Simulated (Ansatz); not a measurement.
C3H7FSi can be A, `C/C=C(\F)[SiH3]`, or B, `C/C([SiH3])=C\F`.

Computed with Ansatz on PBE0-D4/def2-TZVP structures; ΔE is electronic, products minus reactants. CBS: MP2 limit from def2 TZ/QZ plus the TZ coupled-cluster correction, frozen cores. Double bonds are as drawn, so ΔE can hold a change between cis and trans. Functionals use def2-TZVPP. B3LYP here is the variant with VWN-RPA as its local correlation; programs differ in this.

A:

Z-matrix (Å, degrees):
```
C
C 1 1.488
H 1 1.094 2 110.6
H 1 1.089 2 111.6 3 -121.0
H 1 1.094 2 110.6 3 118.1
C 2 1.328 1 125.9 3 121.5
H 2 1.086 1 118.1 3 -58.6
Si 6 1.870 2 126.4 1 -180.0
F 6 1.360 2 119.2 1 -0.0
H 8 1.486 6 110.3 2 120.0
H 8 1.485 6 110.3 2 -120.2
H 8 1.484 6 107.5 2 -0.1
```

B:

Z-matrix (Å, degrees):
```
C
C 1 1.499
H 1 1.094 2 110.7
H 1 1.090 2 111.9 3 -120.9
H 1 1.094 2 110.7 3 118.2
Si 2 1.860 1 120.3 3 -58.9
C 2 1.326 1 122.7 3 121.1
H 6 1.488 2 110.3 1 59.3
H 6 1.488 2 110.3 1 -59.5
H 6 1.486 2 109.6 1 179.9
F 7 1.341 2 122.8 1 0.0
H 7 1.084 2 125.8 1 180.0
```

(1) Which is lower in electronic energy at CCSD(T)/CBS, and by how much? (Best estimate.)

(2) Give E(B) − E(A) in kJ/mol with CCSD(T)/def2-TZVPP, B3LYP-D4, B3LYP, MP2/def2-TZVPP, ωB97M-V, r2SCAN-D4, CCSD/def2-TZVPP. (Estimate.)

Largest T1 diagnostic: 0.012.

Answers

(1) The calculation gave: B, by 7.5 kJ/mol.

(2) Computed: CCSD(T)/def2-TZVPP -8.5, B3LYP-D4 -5.8, B3LYP -3.5, MP2/def2-TZVPP -11.3, ωB97M-V -7.1, r2SCAN-D4 -7.0, CCSD/def2-TZVPP -7.9. None reverses the order clearly.

In def2-TZVPP, CCSD(T) changes the Hartree–Fock value by −3.7 kJ/mol (the triples alone add −0.6 kJ/mol) and MP2 by −6.5 kJ/mol.
